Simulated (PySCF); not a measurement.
Does the answer move with the share of exact exchange?

Species: TMS, C4H12Si.
SMILES: `C[Si](C)(C)C`

PySCF, 6-311+G(2d,p) basis, density fitting, gas phase, GFN2-xTB geometry. One functional is left out:

| functional | exact exchange (%) | HOMO energy (eV) | LUMO energy (eV) |
| --- | --- | --- | --- |
| B97-D | 0 | -7.01 | -0.50 |
| BLYP | 0 | -6.92 | -0.59 |
| BP86 | 0 | -7.12 | -0.38 |
| OPBE | 0 | -7.00 | -0.62 |
| B3LYP | 20 | -8.11 | -0.28 |
| B97-2 | 21 | -8.06 | -0.01 |
| BHandHLYP | 50 | -9.55 | 0.32 |

Problem. Predict the row of mPW1PW91 (25 % exact exchange) by straight lines through the other rows, and check it.

Solution. 
```json
{"property": "HOMO energy (eV)", "line": "-8.29", "computed": "-8.35", "computed − line": "-0.06", "B97-2 (21 %), for comparison": "-8.06"}
{"property": "LUMO energy (eV)", "line": "-0.09", "computed": "-0.15", "computed − line": "-0.06", "B97-2 (21 %), for comparison": "-0.01"}
```

Problem. Which of these properties follows the share of exact exchange most closely, and which least?

Solution. Most closely the HOMO energy, least the LUMO energy; the correlations over the tabulated rows are HOMO energy -0.998, LUMO energy 0.950. The HOMO energy moves by -0.509 eV for every 10 %. Functionals with the same share still differ in their other parts: at 0 % BLYP and BP86 differ by 0.20 eV in it.
